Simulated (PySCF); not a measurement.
Ligand exchange on a metal centre used in film growth or etching (Cd OH-Br). Isolated molecules, 0 K electronic values unless said otherwise. One relaxed conformer stands for each flexible species; it need not be the lowest.

The HOMO from two functionals at the same geometries (r2SCAN-D4/def2-SVP), both in PySCF: PBE-D3(BJ)/def2-TZVP and B3LYP-D3(BJ)/def2-TZVP. B3LYP has the VWN-RPA correlation part, as in Gaussian. 

| species | PBE-D3(BJ)/def2-TZVP (eV) | B3LYP-D3(BJ)/def2-TZVP (eV) |
|---|---|---|
| 0 of 2 OH replaced by Br ([Cd(OH)2]) | -6.44 | -7.83 |
| 1 of 2 OH replaced by Br | -6.69 | -7.92 |
| 2 of 2 OH replaced by Br | -7.15 | -8.13 |

Over these rows, drawn at random from the members with no instability flagged (it was tested for open shells, ions and some series alone), PBE minus B3LYP-D3(BJ): mean +1.20 eV, from +0.98 eV to +1.39 eV.
